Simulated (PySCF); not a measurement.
Molecule: `InChI=1S/C4H10O2S/c1-4(2)7(3,5)6/h4H,1-3H3`.

Numbering as in the mapped SMILES `[CH3:1][CH:2]([CH3:3])[S:4]([CH3:5])(=[O:6])=[O:7]`. Each H is labelled by its parent atom.

Geometry PBE0-D3(BJ)/def2-SVP throughout; GIAO in PySCF 2.14, gas phase, one conformer, non-relativistic; equivalent atoms averaged; basis pcSseg-1.

Question: How do the absolute shieldings σ depend on the functional? (ppm; last column core-seconds on shared hosts with different chips, so compare them loosely)

Answer: 
```tsv
functional	kind	C2	C5	C1/C3	S4	O6/O7	H(C2)	H(C5)	H(C1)/H(C3)	core-s
PBE	GGA	118.1	137.9	163.6	176.6	115.8	28.58	28.59	29.93	62
BP86	GGA	117.3	137.2	163.2	171.4	115.3	28.66	28.64	29.98	30
KT3	GGA	123.7	142.6	165.7	219.5	126.0	28.74	28.77	30.03	31
B97-D	GGA	118.0	137.5	162.3	179.5	123.5	28.80	28.79	30.09	32
B3LYP	global hybrid	117.9	136.9	162.9	162.6	128.1	28.94	28.81	30.07	21
PBE0	global hybrid	125.4	143.1	168.7	184.3	132.7	28.86	28.69	29.98	22
WP04	global hybrid	109.0	129.6	155.1	150.8	125.4	29.10	28.98	30.22	22
BHandHLYP	global hybrid	126.4	143.1	168.5	177.9	148.9	29.19	28.89	30.11	40
wB97X-D	range-separated hybrid	125.5	142.2	168.7	179.1	136.4	29.07	28.81	30.08	27
```

Question: Which nucleus moves most, in ppm?

Answer: S4 (sulfone sulfur): from 150.8 ppm with WP04 to 219.5 ppm with KT3. The smallest spread is 0.29 ppm, at H(C1)/H(C3). Proton shifts span only some 12 ppm, so a few tenths of a ppm matter as much there as several ppm in carbon.
